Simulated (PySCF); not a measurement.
C2H5ClSi, SMILES [SiH3]/C=C\Cl. Atoms are numbered in the order given.

```xyz
9

Si    -0.3870     1.6775     0.0000
C      1.1061     0.5349     0.0000
C      1.0080    -0.7947     0.0000
Cl    -0.5239    -1.6100     0.0000
H     -1.2204     1.4504     1.2145
H     -1.2204     1.4504    -1.2145
H      0.0993     3.0875     0.0000
H      2.1242     0.9418     0.0000
H      1.8559    -1.4865     0.0000
```

Coordinates come from a ωB97X-D3(BJ)/def2-SVP optimisation. The structure was generated by enumeration; whether it is a known compound was not checked.

Level of theory: PBE/pcSseg-1 run with PySCF.

GIAO shieldings, no solvent; atoms alike by connectivity are averaged. δ = σ(ref) − σ: ²⁹Si against TMS (σ = 335.4 ppm); ¹³C against TMS (σ = 182.0 ppm); ³⁵Cl against HCl (σ = 936.5 ppm); ¹H against TMS (σ = 31.49 ppm), references at their B3LYP-D3(BJ)/def2-TZVP geometries, non-relativistic (without spin–orbit terms, shifts of atoms bonded to Cl or Br come out too high).

| atoms | nucleus | count | δ (ppm) |
|---|---|---|---|
| Si1 | ²⁹Si | 1 | -87.9 |
| C3 | ¹³C | 1 | (withheld) |
| C2 | ¹³C | 1 | (withheld) |
| Cl4 | ³⁵Cl | 1 | (withheld) |
| H9 | ¹H | 1 | 7.19 |
| H8 | ¹H | 1 | 6.24 |
| H5, H6, H7 | ¹H | 3 | 4.48 |

Question: Some entries are withheld; supply them. (Estimate from the structure and the level; the computed values follow.)

Answer: 
- Cl4, δ (ppm): 303.2
- C3, δ (ppm): 154.0
- C2, δ (ppm): 127.4
